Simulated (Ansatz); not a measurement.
Start from `O=C([SiH3])[AsH2]` and change one atom or group to get `O=C([SiH3])BO`.

Ansatz, PBE0-D4/def2-TZVP geometries, multiplicity 1. Each molecule was computed in one conformer, which needn't be the lowest.

Scalar relativity is left out up to krypton.

| property | `O=C([SiH3])[AsH2]` |
| --- | --- |
| HOMO energy (ωB97M-V/def2-TZVPP) / eV | -8.63 |
| HOMO energy (PBE0/def2-TZVPP) / eV | -6.56 |
| HOMO energy (PBE/def2-TZVPP) / eV | -5.37 |
| size of the dipole moment (ωB97M-V/def2-TZVPP) / D | 1.93 |
| HOMO–LUMO gap (ωB97M-V/def2-TZVPP) / eV | 9.12 |
| HOMO energy (B3LYP/def2-TZVPP) / eV | -6.36 |

Task: What does the change do to each property? (Best estimate.)

Result: Ansatz gave: 
```csv
property,`O=C([SiH3])BO`,shift
HOMO energy (ωB97M-V/def2-TZVPP) / eV,-9.24,-0.61
HOMO energy (PBE0/def2-TZVPP) / eV,-6.97,-0.41
HOMO energy (PBE/def2-TZVPP) / eV,-5.56,-0.19
size of the dipole moment (ωB97M-V/def2-TZVPP) / D,1.22,-0.71
HOMO–LUMO gap (ωB97M-V/def2-TZVPP) / eV,8.83,-0.29
HOMO energy (B3LYP/def2-TZVPP) / eV,-6.77,-0.41
```

With PBE0 the HOMO falls by 0.41 eV and the LUMO falls by 0.92 eV, so the gap narrows by about 0.51 eV. PBE moves the HOMO by -0.19 eV and ωB97M-V by -0.61 eV. Dipoles are sizes alone; their direction can turn.

B3LYP here is the variant with VWN-RPA as its local correlation; programs differ in this.
